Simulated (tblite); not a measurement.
Compound: C₄H₁₀ClFSi.
Z-matrix (Å and degrees, GFN2-xTB geometry), rows numbered from 1:
```
C 
C   1  1.5245
C   2  1.5274  1  113.45
C   3  1.5191  2  112.36  1    67.16
Cl  3  1.8214  2  105.87  1  -176.85
Si  3  1.9175  2  114.42  1   -62.90
F   6  1.6079  3  106.76  2   -38.35
H   1  1.0867  2  111.28  3   -61.47
H   1  1.0876  2  110.73  3    59.74
H   1  1.0874  2  109.48  3   179.02
H   2  1.0942  1  109.29  3   121.80
H   2  1.0923  1  108.81  3  -120.92
H   4  1.0875  3  110.53  2   171.46
H   4  1.0876  3  109.99  2   -69.19
H   4  1.0892  3  110.86  2    51.20
H   6  1.4501  3  110.73  2  -153.89
H   6  1.4560  3  112.40  2    75.97
```

Computed with GFN2-xTB (tblite): harmonic, unscaled wavenumbers at the GFN2-xTB geometry, gas phase. This tight-binding method is rough: wavenumbers can miss measured ones by several per cent, in bad cases by 10 to 20. Modes of hydrogen on silicon can be 10 to 20 % off. One conformer, not necessarily the lowest.

Harmonic wavenumbers (cm⁻¹): 49.1, 87.0, 125.4, 187.9, 211.2, 216.3, 251.4, 282.0, 328.5, 357.2, 374.6, 512.0, 556.4, 583.3, 712.6, 729.1, 775.2, 824.5, 829.7, 911.3, 1013.3, 1040.5, 1069.1, 1101.9, 1181.6, 1195.9, 1273.8, 1336.8, 1408.4, 1411.4, 1486.1, 1488.2, 1497.2, 1499.7, 1507.0, 2323.9, 2383.7, 2952.1, 2982.0, 3014.2, 3026.3, 3034.2, 3037.5, 3040.1, 3046.6.

A = 1747, B = 1572, C = 1160 MHz; mass 140.022 u (most abundant isotopes); point group C1, symmetry number 1.

Task: Zero-point energy?

Result: ½Σν̃ = 28628 cm⁻¹ = 342.47 kJ/mol.

Task: Give the ideal-gas entropy at 298.15 K and 1 bar in the rigid-rotor, harmonic-oscillator model (classical rotation).

Result: Translation 170.49, rotation 121.34, vibration 117.35: S = 409.2 J/(mol K).

Task: And Cp and H(298.15 K) − H(0)?

Result: Cp = 156.74 J/(mol K), of which vibrations give 123.48 (their classical limit is 45 R = 374.2); H(298.15 K) − H(0) = 28.87 kJ/mol without the zero-point energy, 18.95 from vibrations.

Task: How do the functions run with temperature in this model?

Result: 
| T (K) | S (J/(mol K)) | Cp (J/(mol K)) | H − H(0) (kJ/mol) | G − H(0) (kJ/mol) | ln q(vib) |
| --- | --- | --- | --- | --- | --- |
| 100 | 286.6 | 77.9 | 5.25 | -23.41 | 1.43 |
| 200 | 354.3 | 120.3 | 15.26 | -55.60 | 3.93 |
| 300 | 410.2 | 157.4 | 29.16 | -93.88 | 6.51 |
| 500 | 506.0 | 220.2 | 67.24 | -185.78 | 11.52 |
| 800 | 624.2 | 282.1 | 143.36 | -355.97 | 18.47 |
| 1000 | 690.2 | 309.6 | 202.66 | -487.55 | 22.70 |

q(vib) and H(0) count from the zero-point level.

Task: Blend soft modes into free rotors: weight 1/[1 + (100 cm⁻¹/ν̃)⁴] for the oscillator and the rest for a rotor with moment μB/(μ + B), μ = h/(8π²ν), B = 10⁻⁴⁴ kg m². What vibrational entropy results?

Result: 109.94 J/(mol K) in place of 117.35, which changes −T·S at 298.15 K by +2.21 kJ/mol.

Task: What must be added to the electronic energy to get the Gibbs energy at 298.15 K and 1 bar?

Result: ZPE + [H(298.15 K) − H(0)] − T·S = 342.47 + 28.87 − 122.00 = 249.34 kJ/mol.

Hindered rotation and anharmonicity are outside this model. Other conformers, if any are populated, would add a mixing term that is left out. The structure is chiral; the term R ln 2 for an equal mix with its mirror image is left out.
